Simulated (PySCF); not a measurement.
# Mg⁺ (magnesium, charge +1): PBE0 calculation

Configuration: [Ne] 3d1, 2D determinant (an excited configuration). Calculation: PySCF 2.14, in aug-cc-pCVTZ (8s7p5d3f, 75 functions); no relativity, point nucleus.

```
Total energy                                                  : -199.3782 hartree
One-electron energy                                           : -273.6482 hartree
Hartree (Coulomb) energy                                      : 90.3494 hartree
Exchange-correlation energy                                   : -16.0794 hartree
Kinetic energy                                                : 198.91893 hartree
⟨S²⟩                                                          : 0.7500
⟨L²⟩                                                          : 6.000
Sum of ⟨r⟩                                                    : 10.56 bohr
Sum of ⟨r²⟩                                                   : 30.93 bohr²
Traceless quadrupole moment −½Σ⟨3z² − r²⟩ along its main axis : 7.47 e·bohr²
Density at the nucleus (Gaussians lack the cusp)              : 1070 bohr⁻³
Spin density at the nucleus                                   : -0.0103 bohr⁻³
Langevin diamagnetic susceptibility                           : -24.5 ×10⁻⁶ cm³/mol
```

```tsv
shell	electrons	mean orbital energy (hartree)	spread (hartree)	rms radius, mean of both spins (bohr)
1s β	1	-47.42559	0	0.152
1s α	1	-47.42549	0	0.152
2s α	1	-3.63801	0	0.761
2s β	1	-3.63762	0	0.761
2p α	3	-2.36108	0.00168	0.772
2p β	3	-2.36061	0.00225	0.772
3d α	1	-0.19734	0	5.11
```

The outer electron is Rydberg-like, and this basis confines it to a smaller radius and binds it less than a complete one would.
